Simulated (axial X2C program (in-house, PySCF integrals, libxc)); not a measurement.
## Correcting the dissociation energy of LiBr for spin–orbit coupling

A spin-free PBE0 curve (one-electron X2C) was computed with an in-house all-electron X2C program for linear molecules (integrals from PySCF), basis Br dyall-v3z [8s9p6d1f], Li dyall-v3z [7s8p2d] (cores contracted in-house), for the state M_S = 0, Λ = 0 (closed shell). It gives D0 = 4.207 eV to Br + Li, which in a spin-free picture are the weighted means of the ground terms.

Measured levels of the ground terms (NIST Handbook of Basic Atomic Spectroscopic Data), in cm⁻¹: Br 2P: J = 3/2 at 0, J = 1/2 at 3685.2; Li 2S: J = 1/2 at 0.

The molecular state has Λ = 0, so it has no first-order lowering.

(1) How far does each ground level lie under the (2J+1)-weighted mean of its term?

(2) Correct D0.

Second-order spin–orbit effects in the molecule, which grow quickly with Z, are left out. Occupations by symmetry block were frozen at the best pattern of an incomplete PBE0 search. Dissociation energies refer to the lowest single-determinant-based atoms at the same level and basis.

## Answers

(1) Br: (4 × 0 + 2 × 3685.2)/6 = 1228 cm⁻¹; Li: a single level, 0.

(2) D0 = 4.207 + (0 − 1228)/8065.5 = 4.055 eV at PBE0 with these spin–orbit terms. The direct two-component run gives 4.101 eV; the difference holds second-order terms in the molecule, scalar two-electron terms, the gap between measured and computed atomic splittings (a 2c atom can miss part of its lowering) and, in coupled cluster, the truncation of each run.
